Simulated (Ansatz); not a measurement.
Total energies of the cluster Be₅Se₅ from Ansatz at r2SCAN-D4/def2-TZVP, gas phase (1 Eh = 27.2114 eV = 2625.5 kJ/mol). The reference geometry is relaxed at PBE-D4/def2-SVP.

| atom | x (Å) | y (Å) | z (Å) |
| --- | --- | --- | --- |
| Be1 | 1.021 | 0.731 | 1.897 |
| Be2 | -1.076 | 1.169 | -0.356 |
| Be3 | -0.030 | -1.234 | 0.930 |
| Be4 | 0.987 | 0.482 | -1.202 |
| Be5 | -0.887 | -0.921 | -1.414 |
| Se6 | 1.103 | -1.681 | -0.937 |
| Se7 | 0.842 | 2.103 | 0.344 |
| Se8 | -2.098 | -0.614 | 0.376 |
| Se9 | 0.848 | -0.991 | 2.874 |
| Se10 | -0.711 | 0.957 | -2.511 |

```tsv
state	geometry	energy (Eh)
charge 0 singlet	reference	-12081.91864
charge 1 doublet	reference	-12081.61679
charge -1 doublet	reference	-12081.98306
charge 0 triplet	relaxed at PBE-D4/def2-SVP	-12081.84091
charge 0 quintet	relaxed at PBE-D4/def2-SVP	-12081.74540
free Be atom (singlet)	–	-14.64790
free Se atom (triplet)	–	-2401.47526
```

Task: Work out the vertical ionisation energy to the doublet.

Result: E(charge 1 doublet) − E(charge 0 singlet) = -12081.61679 − (-12081.91864) = 0.30185 Eh = 8.21 eV. For comparison, −ε of the highest occupied level is 5.91 eV at this level, 2.30 eV less.

Task: Work out the vertical electron affinity, to the doublet.

Result: E(charge 0 singlet) − E(charge -1 doublet) = -12081.91864 − (-12081.98306) = 0.06442 Eh = 1.75 eV. The basis lacks diffuse functions, which makes affinities too small.

Task: Give the fundamental gap IE − EA, the Mulliken electronegativity (IE + EA)/2 and the hardness (IE − EA)/2.

Result: From the values in Eh: IE − EA = 0.30185 − 0.06442 = 0.23743 Eh = 6.46 eV; (IE + EA)/2 = 4.98 eV; (IE − EA)/2 = 3.23 eV. The HOMO–LUMO gap of the same run is 2.53 eV, 3.93 eV smaller than the fundamental gap.

Task: Which of the charge 0 states is lowest, and how far above it are the others?

Result: The singlet. triplet: -12081.84091 − (-12081.91864) = 0.07773 Eh = 204.1 kJ/mol; quintet: -12081.74540 − (-12081.91864) = 0.17324 Eh = 454.8 kJ/mol. The quintet differs in its bonds from the reference.

Task: What is the binding energy per atom against free atoms?

Result: Atoms: 5 × (-14.64790) + 5 × (-2401.47526) = -12080.61580 Eh. Binding: -12080.61580 − (-12081.91864) = 1.30284 Eh = 35.45 eV, or 3.55 eV for each of 10 atoms (no zero-point energy, no counterpoise term).

The structure comes from a short search, and lower isomers may exist.
